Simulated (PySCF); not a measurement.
**Electronic structure of Rh²⁺ (rhodium, charge +2) at the r2SCAN level**

Configuration: [Kr] 4d6 5s1, high-spin 6D determinant (an excited configuration). Computed with PySCF 2.14 in aug-cc-pVDZ-PP with ECP28MDF, with scalar relativity through the core potential.

```json
{
  "Total energy": "-109.0325 hartree",
  "One-electron energy": "-178.5578 hartree",
  "Hartree (Coulomb) energy": "80.1694 hartree",
  "Exchange-correlation energy": "-10.6441 hartree",
  "⟨S²⟩": "8.7507",
  "⟨L²⟩": "6.010",
  "Sum of ⟨r⟩": "19.57 bohr",
  "Sum of ⟨r²⟩": "31.63 bohr²",
  "Traceless quadrupole moment −½Σ⟨3z² − r²⟩ along its main axis": "0.582 e·bohr²"
}
```

| shell | electrons | mean orbital energy (hartree) | spread (hartree) | rms radius, mean of both spins (bohr) |
| --- | --- | --- | --- | --- |
| 4s α | 1 | -4.15836 | 0 | 1.05 |
| 4s β | 1 | -3.98937 | 0 | 1.05 |
| 4p α | 3 | -2.92836 | 0.05950 | 1.15 |
| 4p β | 3 | -2.75106 | 0.01862 | 1.15 |
| 4d α | 5 | -1.15251 | 0.06919 | 1.52 |
| 4d β | 1 | -1.00915 | 0 | 1.52 |
| 5s α | 1 | -0.82241 | 0 | 2.77 |

Energies and moments cover only the electrons outside the core potential.
